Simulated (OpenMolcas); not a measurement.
Zr III.

```yaml
Program: OpenMolcas
Basis: ANO-RCC-VQZP [8s7p5d3f2g1h]
Scalar_Hamiltonian: DKH2, point nucleus
Active_space: 2 electrons in 5 orbitals (4d)
State_averaging: 2S+1 = 3 even, 10 roots; 2S+1 = 1 even, 15 roots
Spin-orbit_coupling: RASSI with atomic mean-field integrals over the reference wave functions, term energies averaged over their components
```

Two sets of levels on these reference wave functions, in cm-1 above 4d2 3F2: one from CASSCF and one from SS-CASPT2, IPEA 0.25 Eh, imaginary shift 0.1 Eh (closed shells correlated: 4s 4p).

| Level | Set 1 | Set 2 |
| --- | --- | --- |
| 4d2 3F2 | 0.0 | 0.0 |
| 4d2 3F3 | 674 | 708 |
| 4d2 3F4 | 1500 | 1530 |
| 4d2 1D2 | 9160 | 5290 |
| 4d2 3P0 | 10240 | 8630 |
| 4d2 3P1 | 10500 | 8910 |
| 4d2 3P2 | 11120 | 9420 |
| 4d2 1G4 | 13840 | 11250 |
| 4d2 1S0 | 32970 | 23530 |

Which set is which?

Set 2 is SS-CASPT2. Its levels of the other terms of 4d2 lie at 0.58 to 0.85 of the other set's values, as expected, since terms of lower spin or lower L gain more correlation energy than the Hund ground term. Against 8 measured levels (Moore, Atomic Energy Levels, vol. II, NSRDS-NBS 35 (1971 reprint of NBS Circular 467, 1952); NIST levels as listed in Rynkun, Gaigalas and Jonsson, Astron. Astrophys. 637, A10 (2020)) the mean absolute deviation is 360 cm-1 with it and 2700 cm-1 without; single levels miss by up to 580 cm-1 with it.

CASPT2 breaks the degeneracy within a term, and the mean is taken; among the terms shown or strongly mixed into the levels shown the widest spread is 640 cm-1 (4d2 1G, SS-CASPT2). Levels of configurations with an s electron are missing; early in the row they begin among the upper levels of the d shell and mix with terms of their name. Without dynamic correlation excited terms often stand tens of per cent too high (terms of higher spin than the ground term too low), and those without a measured partner can miss by more than the paired ones (holds for CASSCF). Some levels mix across a computed gap that differs much from the measured one, so their mixing is not that of the real levels (holds for CASSCF). Computed and measured levels are paired by configuration, term and J; levels that our copy of the source lacks, or whose pairing is in doubt (as where it misses far off the trend of its configuration), stay unpaired and out of the deviations. Only configurations of the active space appear.
